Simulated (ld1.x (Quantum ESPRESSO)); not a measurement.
## Configuration tests for Co (Z = 27) (TM)

ld1.x (Quantum ESPRESSO) 7.5 input, shortened:

```
&input
   title='Co', zed=27., rel=1, dft='PZ', iswitch=3,
   config='[Ar] 3d6 4s0 4p0 4f-2'
 /
 &inputp
   pseudotype=2, tm=.true., lloc=0,
   nlcc=.true.
 /
4
4P  2  1   0.00   0.00  2.35  2.35  0.0
3D  3  2   6.00   0.00  1.60  1.60  0.0
4F  4  3  -2.00  -0.15  2.05  2.05  0.0
4S  1  0   0.00   0.00  1.55  1.55  0.0
 &test
   configts(1)='3d6 4s0 4p0'
 /
```

Energies are relative to the spin-unpolarised reference configuration 3d6 4s0 4p0; without spin polarisation the order of configurations can differ from experiment. Spin-polarised rows fill each open shell by Hund’s rule, majority spin first. Not all tests gave a result: 3 of 9 tests not solved or not reliable. Left out of the table: 3d7 4s1 4p1 (solver errors, printed error -325 meV); 3d7.5 4s1.5 4p0 (solver errors, printed error -621 meV); 3d6 4s0 4p0 (spin-polarised) (solver errors, printed error +189 meV). The frozen-core shift is the all-electron ΔE with the core orbitals held at their reference shape minus the fully relaxed ΔE.

| valence configuration | charge | ΔE all-electron (eV) | error AE − PS (meV) | frozen-core shift (meV) |
| --- | --- | --- | --- | --- |
| 3d7 4s2 4p0 | 0 | -62.569 | -270 | +216 |
| 3d7 4s1 4p0 | +1 | -53.273 | -360 | +231 |
| 3d7 4s0 4p1 | +1 | -47.821 | -380 | +228 |
| 3d7 4s2 4p0 (spin-polarised) | 0 | -64.552 | -175 | +246 |

Task: What are ΔE and the potential's error for 3d7 4s0 4p0?

Result: ΔE = -36.188 eV all-electron; the error (AE − PS) is -439 meV.

Task: What are ΔE and the potential's error for 3d7 4s0 4p2?

Result: ΔE = -53.424 eV all-electron; the error (AE − PS) is -359 meV.

Levels in the configuration 3d7 4s0 4p2:

```
level  all-electron (eV)  pseudo (eV)
   3d            -11.771      -11.101
   4p             -2.912       -2.921
```

Note: ghost state, extra bound levels that the all-electron valence spectrum of the same l lacks: p at -837.4 eV. A true bound ghost makes a file unfit for plane-wave use.
